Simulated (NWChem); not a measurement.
System: CH₄AlIO; SMILES C[O][AlH][I]

Input file for NWChem:

```
start job
memory heap 200 mb stack 900 mb global 1100 mb
geometry units angstroms noautoz
  Al    -1.010162    -1.173153    -0.032440
  H     -2.508848    -0.895902    -0.405672
  I      0.474160     0.607847     0.836870
  O     -0.401341    -2.731796    -0.230257
  C      0.751123    -3.492973    -0.073357
  H      1.599375    -2.904634     0.321895
  H      0.567097    -4.330546     0.621451
  H      1.060595    -3.925737    -1.040305
end
basis spherical
  * library def2-svpd
end
ecp
  I library def2-ecp
end
dft
  xc xpbe96 cpbe96
  iterations 150
end
tddft
  cis
  nroots 6
  notriplet
end
task tddft energy
```

Excerpt of the output:

```
             Northwest Computational Chemistry Package (NWChem) 7.3.0
             --------------------------------------------------------

 CS  symmetry detected

                             Geometry "geometry" -> ""
                             -------------------------

 Output coordinates in angstroms (scale by  1.889725989 to convert to a.u.)

  No.       Tag          Charge          X              Y              Z
 ---- ---------------- ---------- -------------- -------------- --------------
    1 Al                  13.0000    -1.05324527     1.03436025     0.00000000
    2 H                    1.0000    -2.61879891     1.14050740     0.00000000
    3 I                   53.0000     0.11136729    -1.15071418     0.00000000
    4 O                    8.0000    -0.14532062     2.45380917     0.00000000
    5 C                    6.0000     1.16212692     2.92578561     0.00000000
    6 H                    1.0000     1.90893277     2.11081660     0.00000000
    7 H                    1.0000     1.34469586     3.55232860    -0.89006049
    8 H                    1.0000     1.34469586     3.55232860     0.89006049

 Effective nuclear repulsion energy (a.u.)     369.8478873789

      Symmetry information
      --------------------

 Group name             Cs
 Group number              2
 Group order               2
 No. of unique centers     7

 Summary of "ao basis" -> "ao basis" (spherical)
 ------------------------------------------------------------------------------
       Tag                 Description            Shells   Functions and Types
 ---------------- ------------------------------  ------  ---------------------
 Al                        def2-svpd                10       24   5s3p2d
 H                         def2-svpd                 4        8   2s2p
 I                         def2-svpd                13       35   5s5p3d
 O                         def2-svpd                 9       23   4s3p2d
 C                         def2-svpd                 8       20   4s2p2d

      Symmetry analysis of basis
      --------------------------

        a'         91
        a"         43

[...]

                                NWChem TDDFT Module
                                -------------------

            General Information
            -------------------
           No. of orbitals :     268
            Alpha orbitals :     134
             Beta orbitals :     134
        Alpha frozen cores :       0
         Beta frozen cores :       0
     Alpha frozen virtuals :       0
      Beta frozen virtuals :       0
         Spin multiplicity :       1
    Number of AO functions :     134
        Use of symmetry is : off
      Symmetry adaption is : on
         Schwarz screening :  0.10D-07

              XC Information
              --------------
   PerdewBurkeErnzerhof Exchange Functional   1.00
     Perdew 1991 LDA Correlation Functional   1.00 local
    PerdewBurkeErnz. Correlation Functional   1.00 non-local

             TDDFT Information
             -----------------
          Calculation type : Tamm-Dancoff TDDFT
         Wavefunction type : Restricted singlets
          No. of electrons :      56
           Alpha electrons :      28
            Beta electrons :      28
              No. of roots :       6
          Max subspacesize :    5200
            Max iterations :     100
               Target root :       1
           Target symmetry : none
      Symmetry restriction : off
                 Algorithm : Optimal
        Davidson threshold :  0.10D-03

    6 smallest eigenvalue differences (eV)
--------------------------------------------------------
  No. Spin  Occ  Vir  Irrep   E(Occ)    E(Vir)   E(Diff)
--------------------------------------------------------
    1    1   28   29 a"       -0.244    -0.068     4.787
    2    1   27   29 a'       -0.248    -0.068     4.886
    3    1   26   29 a"       -0.257    -0.068     5.138
    4    1   28   30 a'       -0.244    -0.052     5.223
    5    1   27   30 a"       -0.248    -0.052     5.322
    6    1   25   29 a'       -0.264    -0.068     5.327
--------------------------------------------------------

  Entering Davidson iterations
  Restricted singlet excited states

  Iter   NTrls   NConv    DeltaV     DeltaE      Time
  ----  ------  ------  ---------  ---------  ---------
    1      6       0     0.17E+00   0.10+100       28.7
    2     12       0     0.43E-01   0.25E-01       24.2
    3     18       0     0.92E-02   0.31E-02       24.3
    4     24       3     0.22E-02   0.14E-03       26.8
    5     27       4     0.26E-03   0.53E-05       15.4
    6     29       6     0.69E-04   0.68E-07       14.8
  ----  ------  ------  ---------  ---------  ---------
  Convergence criterion met

  Ground state a'       -655.516408064871 a.u.

  ----------------------------------------------------------------------------
  Root   1 singlet a"             0.177129772 a.u.                4.8199 eV
  ----------------------------------------------------------------------------
     Transition Moments    X  0.00000   Y -0.00000   Z -0.03029
     Dipole Oscillator Strength                    0.0001083577
     Electric Quadrupole                           0.0000000055
     Magnetic Dipole                               0.0000001344
     Total Oscillator Strength                     0.0001084977

[...]
```

Level: PBE/def2-SVPD with def2 effective core potentials on I, TDA. Structure relaxed at the PBE0/def2-SVP level. No frequency run checked for a minimum. def2 effective core potentials on I; no spin-orbit coupling.
